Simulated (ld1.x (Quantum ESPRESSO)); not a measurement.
**arsenic (As): TM pseudisation with PBEsol, scalar-relativistic reference atom.**

arsenic, norm-conserving Troullier–Martins (Kleinman–Bylander form), made with ld1.x (Quantum ESPRESSO) 7.5 (PBEsol, scalar-relativistic). Core [Ar] 3d10, reference 4s1 4p4. Waves: 4s (bound): rc 1.65 bohr; 4p (bound): rc 2.00 bohr; 4d channel at -0.15 Ry: rc 1.95 bohr. Local part: the d channel. Core correction: none.

All-electron outer shells of the reference configuration (PBEsol, scalar-relativistic, ld1.x):

| shell | level (eV) | outermost node (bohr) | outermost maximum (bohr) |
| --- | --- | --- | --- |
| 3p | -135.16 | 0.22 | 0.52 |
| 3d | -42.29 | – | 0.47 |
| 4s | -15.38 | 0.73 | 1.61 |
| 4p | -5.84 | 0.78 | 1.95 |

What the tests gave:

```json
{
 "Cutoffs needed": "21 Ry and 45 Ry (the cutoffs (Ry, on a coarse ladder) from which the occupation-weighted sum of valence levels, in a spherical-Bessel basis at the reference potential, stays within 10 and 1 mRy of its value at 400 Ry)",
 "Ghost test": "ghost state, extra bound levels that the all-electron valence spectrum of the same l lacks: p at -12017.0 eV; a true bound ghost makes a file unfit for plane-wave use (spherical-Bessel basis up to 400 Ry, 20 bohr box)",
 "Largest excitation error": "-119 meV (all-electron minus pseudo) for 4s2 4p0, out of 7 test configurations"
}
```

Generation and tests took about 2.6 s on one core of a shared server CPU.
